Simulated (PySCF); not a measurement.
# Bonding in `O=C[C@H]1CC[SiH2]C1`

C₅H₁₀OSi.
SMILES with atom numbers: `[O:1]=[CH:2][C@H:3]1[CH2:4][CH2:5][SiH2:6][CH2:7]1` (hydrogens: H8 on C2; H9 on C3; H10, H11 on C4; H12, H13 on C5; H14, H15 on Si6; H16, H17 on C7)

Cartesian coordinates in Å at the GFN2-xTB level; atoms count from 1:
```
atom  x, y, z in Å
O1    -0.411    1.117    1.828
C2     0.499    0.343    1.714
C3     1.067   -0.087    0.399
C4     0.234   -1.314   -0.031
C5    -1.199   -0.858   -0.301
Si6   -1.037    0.924   -0.973
C7     0.838    1.005   -0.642
H8     0.942   -0.148    2.603
H9     2.120   -0.362    0.514
H10    0.277   -2.099    0.729
H11    0.677   -1.710   -0.947
H12   -1.777   -0.870    0.622
H13   -1.692   -1.542   -0.989
H14   -1.282    0.947   -2.424
H15   -1.859    1.924   -0.307
H16    1.185    1.966   -0.268
H17    1.412    0.777   -1.539
```

Bond orders from the PBE0/pcSseg-1 density (PySCF). One conformer (not necessarily the lowest) at the GFN2-xTB geometry, without solvent, vibrations or thermal averaging.

Q: How far do the computed orders between heavy atoms stray from the drawn ones?

A: The largest departure is 0.102, at Si6–C7 (drawn single, 0.898) and C5–Si6 (drawn single, 0.900).

Q: Give the Mayer order of every bond, beside its length.

A: 
```tsv
bond	drawn as	length (Å)	Mayer order
O1–C2	double	1.201	1.971
C2–C3	single	1.495	0.937
C3–C4	single	1.544	0.983
C4–C5	single	1.529	1.016
C5–Si6	single	1.911	0.900
Si6–C7	single	1.906	0.898
C7–C3	single	1.526	0.999
C2–H8	single	1.108	0.943
C3–H9	single	1.094	0.939
C4–H10	single	1.093	0.951
C4–H11	single	1.092	0.953
C5–H12	single	1.089	0.944
C5–H13	single	1.088	0.953
Si6–H14	single	1.472	0.934
Si6–H15	single	1.455	0.957
C7–H16	single	1.088	0.952
C7–H17	single	1.089	0.948
```

By pair of heavy elements: C–C: lowest C2–C3 (0.937, 1.495 Å), highest C4–C5 (1.016, 1.529 Å); in 3 of the 6 pairs the longer bond (by over 0.003 Å) has the higher order (by 0.02 or more). C–Si: all 2 within 0.02 of one another (0.898 to 0.900).

Q: Sum the orders of all bonds at each heavy atom with more than one neighbour and set the sums beside the valence in the SMILES.

A: C2 3.851 (drawn 4), C3 3.858 (drawn 4), C4 3.903 (drawn 4), C5 3.813 (drawn 4), Si6 3.689 (drawn 4), C7 3.797 (drawn 4). Orders between atoms that aren't bonded are not in these sums.

The Mayer order sums products of elements of PS (density times overlap matrix) between the two atoms' basis functions, so it depends on the basis set.
